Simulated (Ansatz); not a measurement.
Reaction (formal exchange of groups at the Se–C bond): `NC(=O)C[SeH]` + `[CH3][GaH][F]` → `[CH3][Ga]([F])[SeH]` + `CC(N)=O`

Calculated with Ansatz (gas phase, PBE0-D4/def2-TZVP geometries, no zero-point term in ΔE). CCSD(T)/CBS is the MP2 limit (def2-TZVPP, def2-QZVPP) plus CCSD(T) − MP2 in def2-TZVPP, frozen cores. DFT in def2-TZVPP. HSE06 is defined as in plane-wave codes. For Ga, Se outer-core shells are correlated without core-valence functions, which leaves a few kJ/mol of doubt a bond. Scalar relativity is left out up to krypton. One conformer a species, not always the lowest.

CCSD(T)/CBS gives -156.5 kJ/mol.

**Question.** Another level gave -158.0 kJ/mol. Which?
A. BHLYP-D4/def2-TZVPP
B. LDA (SPW92)/def2-TZVPP
C. HSE06/def2-TZVPP
D. ωB97X-V/def2-TZVPP

**Answer.** C. HSE06 -158.0, ωB97X-V -152.3, BHLYP-D4 -162.6, LDA (SPW92) -145.6 kJ/mol.

Largest T1 diagnostic among the species: 0.014.

Leaving LDA and LC-ωPBE aside and taking each functional with its dispersion term where it has one, the values, not all of them listed here, spread over 17.7 kJ/mol, from BHLYP-D4 to revPBE-D4. LDA lies +6.9 kJ/mol from PBE without D4. In def2-TZVPP, CCSD(T) changes the Hartree–Fock value by +17.0 kJ/mol (the triples alone add +2.4 kJ/mol) and MP2 by +15.6 kJ/mol. From PBE to PBE0 (25 % exact exchange), in def2-TZVPP and without D4, ΔE moves by −5.4 kJ/mol.

CCSD(T)/CBS has its own doubt, a few kJ/mol and more with outer-core shells, so smaller differences from it don't rank the levels.
